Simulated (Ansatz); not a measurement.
Reactions of `FCCOCF`.

Computed with Ansatz on PBE0-D4/def2-TZVP structures; ΔE is electronic, products minus reactants. CBS: MP2 limit from def2 TZ/QZ plus the TZ coupled-cluster correction, frozen cores. This one scheme is used for every species, atoms too. DFT in def2-TZVPP. B3LYP here is the variant with VWN-RPA as its local correlation; programs differ in this. Open shells (•) are unrestricted, without spin–orbit coupling. Spin–orbit coupling would lower the free atoms: a little for C, F, O. One conformer a species, not always the lowest.

```
                             reaction  B3LYP-D4 (kJ/mol)  PBE-D4 (kJ/mol)  ωB97M-V (kJ/mol)  CCSD(T)/CBS(def2) (kJ/mol)
   `FCCOCF` → 3 C• + 2 F• + 6 H• + O•               4669             4817              4691                        4678
  `FCCOCF` + `BCS` → `BCSCF` + `COCF`                  3               -1                 6                           6
          `FCCOCF` → `COCF` + `[CH]F`                377              393               377                         379
      `FCCOCF` + H₂S → `FCOCS` + `CF`                 27               25                31                          29
`FCCOCF` + `CCCO` → `CCCOCF` + `COCF`                  6                8                10                          13
     `FCCOCF` + HCl → `FCOCCCl` + H–F                -15              -19               -16                         -26
`FCCOCF` + `COCF` → `FCCCOCF` + `OCF`                -43              -46               -47                         -49
```

Largest T1 diagnostic: 0.018, for `[CH]F`.
